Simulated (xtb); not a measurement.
Al(F)(Br)(vinyl) (C2H3AlBrF), SMILES C=[CH][Al]([F])[Br]. All values are semi-empirical tight-binding results from xtb (GFN2-xTB unless named), good for trends rather than for accurate numbers. The structure is a stationary point at GFN2-xTB. The structure was generated by enumeration; whether it is a known compound was not checked. Other conformers were not sampled.

For metal compounds this method's bond lengths and energies can be far off.

```json
{
 "point_group_as_xtb_finds_it": "Cs",
 "orbital_gap": "4.14 eV",
 "zero_point_energy": "27.6 kcal/mol",
 "G − E(el) at 298.15 K (modified RRHO)": "6.8 kcal/mol"
}
```
